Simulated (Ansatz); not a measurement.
`[SiH3][SiH]1CC1` + `FC1C=C1Br` → `Br[SiH]1CC1` + `FC1C=C1[SiH3]`  (formal exchange of groups at the Si–Si bond)

Gas-phase electronic energies from Ansatz, PBE0-D4/def2-TZVP geometries. CCSD(T)/CBS adds triple-zeta CCSD(T) − MP2 to the extrapolated MP2 energy (def2 sets, frozen cores). For Br outer-core shells are correlated without core-valence functions, which leaves a few kJ/mol of doubt a bond. Scalar relativity is left out up to krypton.

```csv
species,CCSD(T)/CBS(def2) energy (Eh)
`[SiH3][SiH]1CC1`,-659.03164
`FC1C=C1Br`,-2788.36692
`Br[SiH]1CC1`,-2941.51938
`FC1C=C1[SiH3]`,-505.94048
```

**Question.** Work out ΔE.

**Answer.** ΔE = (-2941.51938) + (-505.94048) − (-659.03164) − (-2788.36692) = -0.06130 Eh = -1.67 eV.

Largest T1 diagnostic among the species: 0.012.

In def2-TZVPP, CCSD(T) changes the Hartree–Fock value by +0.33 eV (the triples alone add +0.06 eV) and MP2 by +0.26 eV. From PBE to PBE0 (25 % exact exchange), in def2-TZVPP and without D4, ΔE moves by −0.13 eV.
